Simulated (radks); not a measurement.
Q: The strontium ion Sr2+, [Kr]. All-electron calculation, non-relativistic Kohn-Sham, PBE, spin-polarised, spherical densities, point nucleus. Program: a radial shooting solver on a logarithmic mesh with Libxc functionals. Every spin shell is full or empty, so the densities are truly spherical. Functionals are evaluated on that one density, not self-consistently. Rank these orbital-free kinetic functionals by their error against the exact value of the orbitals, and give that value: Thomas-Fermi, von Weizsacker, TF + vW, TF + vW/9, TF + vW/5, LC94, APBEK, revAPBEK, Perdew 92, Pearson, LKT, PG1, DePristo-Kress, Ernzerhof.

A: Exact: 3130.71 hartree. From best to worst, with 100 (|E| - |E exact|)/|E exact| (equal figures are ties): DePristo-Kress -0.06, LC94 +0.06, APBEK +0.13, revAPBEK +0.34, Ernzerhof -0.37, Perdew 92 -0.69, TF + vW/9 -0.70, Pearson -1.02, TF + vW/5 +3.35, Thomas-Fermi -5.76, PG1 +16.86, LKT +21.35, TF + vW +39.78, von Weizsacker -54.46.
